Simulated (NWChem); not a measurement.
System: CdHSI; SMILES [I][Cd][SH]

Here is an NWChem input.

```
start job
memory heap 200 mb stack 900 mb global 1100 mb
geometry units angstroms noautoz
  Cd     0.329209     0.816018     0.000270
  I     -0.333571    -1.693174    -0.000757
  S      0.945786     3.081713    -0.000842
  H     -0.337197     3.510270    -0.014848
end
basis spherical
  * library def2-svp
end
ecp
  Cd library def2-ecp
  I library def2-ecp
end
dft
  xc xpbe96 cpbe96
  iterations 150
  mulliken
end
task dft energy
```

Coordinates come from a PBE0/def2-SVP optimisation. def2 effective core potentials on Cd, I; no spin-orbit coupling.

Question: Give the results of this calculation. (PBE/def2-SVP with def2 effective core potentials on Cd, I.) Quantities: energy (Ha); highest occupied level (eV); orbital gap (eV); dipole (D).

Answer: 
```json
{
  "energy (Ha)": "-864.00",
  "highest occupied level (eV)": "-6.11",
  "orbital gap (eV)": "3.46",
  "dipole (D)": "1.06"
}
```
